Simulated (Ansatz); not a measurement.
Ansatz (a quantum-chemistry and plane-wave program) input (r2SCAN0/def2-TZVPD):

Ansatz 0.2 input:
```yaml
crystal:
  periodic: [false, false, false]
  atoms:
    - {symbol: Co, position_ang: [-0.00000000, -0.00000000, -0.37097902]}
    - {symbol: O, position_ang: [0.00000000, 0.00000000, 1.25205421]}
basis:
  gaussian:
    orbitals: def2-TZVPD
hamiltonian:
  xc: {name: r2SCAN0}
magnetization: {spin_polarized: true, initial_magnetization: 3}
output: {forces: true}
```

End of the output:

```
integrals: 0.03 GiB planned
749 factors; their error is unknown
mean field: 0.35 GiB planned
mean field evaluation 1: about -39663.2906 eV, gradient 4.7e1 eV
mean field evaluation 2: about -39612.3163 eV, gradient 1.4e2 eV
mean field evaluation 4: about -39667.2544 eV, gradient 2.5e1 eV
mean field evaluation 8: about -39669.1362 eV, gradient 2.2e-1 eV
mean field evaluation 16: about -39669.3243 eV, gradient 3.6e-3 eV
mean field evaluation 32: about -39669.8954 eV, gradient 2.1e-5 eV
mean field -39669.89544985 eV, -1457.8417685609 hartree, gradient 2.4e-7 eV, S^2 3.920070; 4 other end points of the search recorded, 0 dependent functions left out
the calculation of the forces begins
reference -39669.89546668 eV, -1457.8417691796 hartree; 19, 16 occupied and 69, 72 virtual orbitals, 749 factors
Total energy: -39669.89546668 eV, -1457.8417691796 hartree
Atom 0 at    -0.000000    -0.000000    -0.370979 Å, force    -0.000000    -0.000000     0.471450 eV/Å
Atom 1 at     0.000000     0.000000     1.252054 Å, force     0.000000    -0.000000    -0.471450 eV/Å
Dipole moment:    -0.000000     0.000000    -1.055318 e Å
```

The spin state was set by rule; other spins were not relaxed.

The determinant is spin-contaminated: <S^2> is 3.92 against 3.75 for a pure state.
